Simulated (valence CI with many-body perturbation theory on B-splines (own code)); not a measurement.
Values are calculated unless marked as measured or tabulated.
## Energy levels of Rb³²⁺

Method: relativistic CI+MBPT: three valence electrons over a frozen Dirac-Fock core [He], a basis of 11 s, 11 p, 9 d, 7 f, 5 g, 2 h, 1 i functions for each j, with the one-electron correlation potential Σ1, the two-electron term Σ2, the three-electron term Σ3, Breit, model QED; selected CI, second order for the rest (own B-spline code, finite nucleus).

The last digits are not significant, and no measured levels were compared; by estimate large intervals hold to a few tenths of a per cent, small ones and those within an open d or f shell to about a per cent.

Levels 46 to 90 of 97, with energies above the lowest level, (2s^2 2p1/2) J=1/2. "Leading %" is the weight of the configuration and term that name the level; weights of strongly mixed levels are sums over their largest components and can fall short. In the jj column 3d3/2^4 stands for four electrons in 3d with j = 3/2.

```csv
No.,Configuration,Term,J,E (× 10³ cm⁻¹),Leading %,Leading jj,Second component
46,2s.2p.3p,2P,3/2,19534,46,2s 2p3/2 3p3/2 (96 %),36 % 2s.2p.3p 4S
47,2p2.3s,4P,1/2,19589,57,2p1/2^2 3s (85 %),17 % 2p2.3s 2S
48,2s.2p.3p,2D,5/2,19609,55,2s 2p3/2 3p3/2 (96 %),41 % 2s.2p.3p 4P
49,2s.2p.3p,2S,1/2,19633,60,2s 2p3/2 3p3/2 (87 %),17 % 2s.2p.3p 2P
50,2s.2p.3d,4F°,9/2,19753,100,2s 2p3/2 3d5/2 (100 %),
51,2s.2p.3p,2P,1/2,19774,65,2s 2p3/2 3p1/2 (88 %),20 % 2s.2p.3p 2S
52,2s.2p.3d,4D°,5/2,19774,51,2s 2p3/2 3d3/2 (96 %),17 % 2s.2p.3d 4F°
53,2s.2p.3d,4D°,7/2,19775,57,2s 2p3/2 3d3/2 (55 %),38 % 2s.2p.3d 4F°
54,2s.2p.3p,2D,3/2,19782,68,2s 2p3/2 3p1/2 (90 %),20 % 2s.2p.3p 2P
55,2s.2p.3d,4P°,3/2,19790,53,2s 2p3/2 3d3/2 (95 %),38 % 2s.2p.3d 4D°
56,2s.2p.3d,4P°,1/2,19797,88,2s 2p3/2 3d3/2 (96 %),10 % 2s.2p.3d 4D°
57,2p2.3p,4D°,1/2,19801,45,2p1/2^2 3p1/2 (92 %),31 % 2p2.3p 2P°
58,2s.2p.3d,2D°,5/2,19848,46,2s 2p3/2 3d5/2 (97 %),29 % 2s.2p.3d 4P°
59,2s.2p.3d,2P°,3/2,19888,41,2s 2p3/2 3d5/2 (89 %),36 % 2s.2p.3d 2D°
60,2s.2p.3p,2D,5/2,19899,82,2s 2p3/2 3p3/2 (85 %),6 % 2s.2p.3p 4D
61,2s.2p.3d,2F°,7/2,19931,89,2s 2p3/2 3d5/2 (56 %),10 % 2s.2p.3d 4D°
62,2s.2p.3p,2P,3/2,19933,54,2s 2p3/2 3p3/2 (78 %),25 % 2s.2p.3p 2D
63,2s.2p.3d,2P°,1/2,19971,86,2s 2p3/2 3d5/2 (95 %),9 % 2s.2p.3d 4D°
64,2s.2p.3p,2S,1/2,19987,70,2s 2p3/2 3p3/2 (85 %),15 % 2s.2p.3p 2P
65,2p2.3p,4D°,3/2,19998,33,2p1/2^2 3p3/2 (89 %),25 % 2p2.3p 4P°
66,2p2.3s,4P,3/2,20021,85,2p1/2 2p3/2 3s (90 %),6 % 2s.2p.3p 2P
67,2p2.3s,2P,1/2,20086,65,2p1/2 2p3/2 3s (87 %),23 % 2p2.3s 4P
68,2p2.3s,4P,5/2,20111,48,2p1/2 2p3/2 3s (88 %),43 % 2p2.3s 2D
69,2s.2p.3d,2F°,5/2,20156,74,2s 2p3/2 3d3/2 (88 %),8 % 2s.2p.3d 2D°
70,2p2.3s,2D,3/2,20159,53,2p1/2 2p3/2 3s (89 %),37 % 2p2.3s 2P
71,2s.2p.3d,2D°,3/2,20169,80,2s 2p3/2 3d3/2 (82 %),12 % 2s.2p.3d 2P°
72,2s.2p.3d,2F°,7/2,20172,87,2s 2p3/2 3d5/2 (89 %),6 % 2s.2p.3d 4D°
73,2p2.3d,4F,3/2,20175,44,2p1/2^2 3d3/2 (94 %),18 % 2p2.3d 2D
74,2s.2p.3d,2P°,1/2,20209,79,2s 2p3/2 3d3/2 (79 %),6 % 2p2.3p 4D°
75,2s.2p.3d,2D°,5/2,20225,77,2s 2p3/2 3d5/2 (92 %),17 % 2s.2p.3d 2F°
76,2p2.3p,4P°,1/2,20227,35,2p1/2 2p3/2 3p1/2 (85 %),27 % 2p2.3p 2S°
77,2s.2p.3d,2P°,3/2,20250,61,2s 2p3/2 3d5/2 (64 %),18 % 2p2.3p 4D°
78,2p2.3p,4D°,3/2,20265,31,2p1/2 2p3/2 3p1/2 (66 %),26 % 2s.2p.3d 2P°
79,2p2.3d,4F,5/2,20267,25,2p1/2^2 3d5/2 (90 %),24 % 2p2.3d 4D
80,2p2.3p,2F°,5/2,20326,34,2p1/2 2p3/2 3p1/2 (89 %),31 % 2p2.3p 2D°
81,2p2.3p,4D°,5/2,20400,50,2p1/2 2p3/2 3p3/2 (98 %),35 % 2p2.3p 4P°
82,2p2.3p,4P°,1/2,20421,43,2p1/2 2p3/2 3p3/2 (96 %),27 % 2p2.3p 2P°
83,2p2.3p,2D°,3/2,20438,43,2p1/2 2p3/2 3p3/2 (56 %),32 % 2p2.3p 4S°
84,2p2.3p,4P°,3/2,20463,36,2p1/2 2p3/2 3p1/2 (51 %),27 % 2p2.3p 2D°
85,2p2.3p,4D°,7/2,20486,50,2p1/2 2p3/2 3p3/2 (94 %),48 % 2p2.3p 2F°
86,2p2.3p,2P°,3/2,20537,51,2p1/2 2p3/2 3p3/2 (94 %),19 % 2p2.3p 4S°
87,2p2.3p,2D°,5/2,20577,43,2p1/2 2p3/2 3p3/2 (90 %),28 % 2p2.3p 2F°
88,2p2.3d,4F,3/2,20611,40,2p1/2 2p3/2 3d3/2 (95 %),34 % 2p2.3d 2P
89,2p2.3d,4F,5/2,20619,52,2p1/2 2p3/2 3d3/2 (94 %),41 % 2p2.3d 2F
90,2p2.3d,4D,1/2,20629,81,2p1/2 2p3/2 3d3/2 (99 %),14 % 2p2.3d 2P
```

Where two levels of one J and parity lie close, their mixing, g and order are uncertain.
